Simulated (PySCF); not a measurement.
The second ionisation energy along group 13

All values are computed (PySCF 2.14, energy differences of UHF-based or UKS calculations, no spin-orbit coupling). Values in eV. The last column holds reference values (NIST; (s) semi-empirical, (t) theoretical, else measured). Unmarked ones compare directly (S terms, centres of terms, or small fine structure); those marked * lie between the lowest fine-structure levels and include a spin-orbit shift.

```csv
element,configurations,UHF,MP2 (valence),SCS-MP2 (valence),CCSD(T) (valence),CCSDT (valence),PBE0,reference
"B (aug-cc-pVTZ with one added diffuse shell each of s, p, d, f type, non-relativistic)",[He] 2s2 → [He] 2s1,23.443,24.423,24.619,25.070,25.070,24.556,25.155
"Al (aug-cc-pV(T+d)Z with one added diffuse shell each of s, p, d, f type, non-relativistic)",[Ne] 3s2 → [Ne] 3s1,17.521,18.279,18.431,18.598,18.598,18.649,18.829
"Ga (aug-cc-pVTZ-PP with one added diffuse shell each of s, d, f type with ECP10MDF, ECP)",[Ar] 3d10 4s2 → [Ar] 3d10 4s1,18.749,19.474,19.619,19.765,19.765,20.365,20.515
"In (aug-cc-pVTZ-PP with one added diffuse shell each of d, f type with ECP28MDF, ECP)",[Kr] 4d10 5s2 → [Kr] 4d10 5s1,17.012,17.646,17.773,17.902,17.902,18.716,18.870
"Tl (aug-cc-pVTZ-PP with one added diffuse shell each of d, f type with ECP60MDF, ECP)",[Xe] 4f14 5d10 6s2 → [Xe] 4f14 5d10 6s1,18.368,18.911,19.020,19.107,19.107,20.193,20.428
```

| method | elements | mean error (eV) | mean absolute error (eV) | largest error (eV) |
| --- | --- | --- | --- | --- |
| UHF | 5 | -1.741 | 1.741 | -2.060 |
| MP2 (valence) | 5 | -1.013 | 1.013 | -1.517 |
| SCS-MP2 (valence) | 5 | -0.867 | 0.867 | -1.408 |
| CCSD(T) (valence) | 5 | -0.671 | 0.671 | -1.321 |
| CCSDT (valence) | 5 | -0.671 | 0.671 | -1.321 |
| PBE0 | 5 | -0.264 | 0.264 | -0.599 |

Errors include the incompleteness of the basis and the frozen core.

"Valence" correlates the outer s and p shells and, in groups 3 to 12 and the f block, the outer d or f shell, open or full, or the next shell where the ion has no valence electron left; the wider scheme adds the next inner shell.
